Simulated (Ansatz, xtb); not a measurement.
# F4OSi2: where a starting geometry ends

The starting geometry of this gas-phase singlet has its atoms placed at random.

```xyz
7

F    -1.1482    1.2625   -0.3607
F    -0.6852    0.4179   -1.1505
F    -0.0217    0.8690    1.3732
F     1.0378   -0.6986    0.6953
O    -1.8613    0.3696   -0.2579
Si   -0.9458   -1.5896   -0.3885
Si   -0.7781   -0.2635    1.8529
```

Q: One run relaxed it with r2SCAN-D4/def2-SVP. What is a likely outcome?

A: It ends as a structure with F4 bridging Si7 and Si6, given below by its coordinates. Distances that change by over a tenth: F1–O5 (1.15 → 1.43 Å), F2–O5 (1.48 → 2.63 Å), F3–Si7 (1.44 → 1.63 Å), Si6–Si7 (2.61 → 3.06 Å). Contacts that open: F1–F2 (1.25 → 2.82 Å). Contacts that close: F2–Si6 (2.16 → 1.63 Å), F4–Si6 (2.43 → 1.89 Å), F4–Si7 (2.20 → 1.89 Å), O5–Si6 (2.17 → 1.96 Å), O5–Si7 (2.46 → 1.96 Å).

The energy falls by 24.11 eV over 18 steps:

```json
{"step": "1", "E − E(last) (eV)": "24.109"}
{"step": "3", "E − E(last) (eV)": "6.119"}
{"step": "5", "E − E(last) (eV)": "1.131"}
{"step": "7", "E − E(last) (eV)": "0.110"}
{"step": "9", "E − E(last) (eV)": "0.054"}
{"step": "10", "E − E(last) (eV)": "0.050"}
{"step": "12", "E − E(last) (eV)": "0.031"}
{"step": "14", "E − E(last) (eV)": "0.019"}
{"step": "16", "E − E(last) (eV)": "0.003"}
{"step": "18", "E − E(last) (eV)": "0.000"}
```

Final geometry (Å):

```xyz
7

F    -1.9941    1.3462   -0.2096
F     0.2286    0.0979   -1.4199
F     0.3660    1.2249    1.3330
F     0.0877   -1.2808    0.7619
O    -1.7455    0.0363    0.3143
Si   -0.7432   -1.1083   -0.9238
Si   -0.6019    0.0509    1.9079
```

From the same start GFN2-xTB ends elsewhere, at `O=[Si-](F)(F)[Si+](F)F`.

From so rough a start the end depends on the optimiser's path, so another program may land elsewhere. No frequencies were run, so the end isn't proven a minimum. Run with Ansatz 0.2.0, 24 s on 2 threads of Intel(R) Xeon(R) 6975P-C (Granite Rapids) (shared host).
